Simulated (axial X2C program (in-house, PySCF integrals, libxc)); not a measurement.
## Potential curves of TeC⁺, 2c

Calculated with an in-house all-electron X2C program for linear molecules (integrals from PySCF). Two-component (2c) means X2C with spin–orbit coupling and atomic mean-field two-electron Coulomb and Gaunt terms. Basis: Te dyall-cv3z [11s12p8d4f1g], C dyall-v3z [7s6p2d1f] (cores contracted in-house); Gaussian nuclei, density fitting, unrestricted open shells. Masses: Te 129.906 u, C 12.000 u.

State: Ω = 1/2 (⟨Sz⟩ = 0.49, ⟨Lz⟩ = 0.01 at PBEsol). Energies in eV from the fragments at the same level (Te+ + C). Fits are polynomials in 1 − R0/R over 0.85 to 1.23 times the lowest point R0.

```json
{"R (Å)": "1.6060", "PBEsol": "-2.9592"}
{"R (Å)": "1.6799", "PBEsol": "-3.8185"}
{"R (Å)": "1.7352", "PBEsol": "-4.1838"}
{"R (Å)": "1.7906", "PBEsol": "-4.3711"}
{"R (Å)": "1.8460", "PBEsol": "-4.4220"}
{"R (Å)": "1.9106", "PBEsol": "-4.3548"}
{"R (Å)": "1.9752", "PBEsol": "-4.1920"}
{"R (Å)": "2.0583", "PBEsol": "-3.8954"}
{"R (Å)": "2.1598", "PBEsol": "-3.4712"}
```

The state is a single determinant with fixed occupations, the lowest that a limited PBE0 search found. De is counted from the lowest determinant-based energies of the atoms at the same level, without counterpoise correction. Density functionals use the spin component along the axis (collinear). The 2c atoms are single determinants rather than J levels; their spin–orbit lowering is only partly caught, and De is too large by that part. This holds for PBEsol. Without a current term, density functionals place determinants with orbital angular momentum somewhat too high. Some points did not converge and are left out. The determinant is spin-polarised beyond a pure state at some levels (its spin-free form has ⟨S²⟩ too high), which makes Re and μ there less reliable.

Problem. Fit the PBEsol curve near its minimum: give the equilibrium distance, the harmonic wavenumber and the well depth.

Solution. At PBEsol, 2c: Re = 1.843 Å, ωe ≈ 911 cm⁻¹, De = 4.42 eV to Te+ + C; Be follows as 0.452 cm⁻¹.
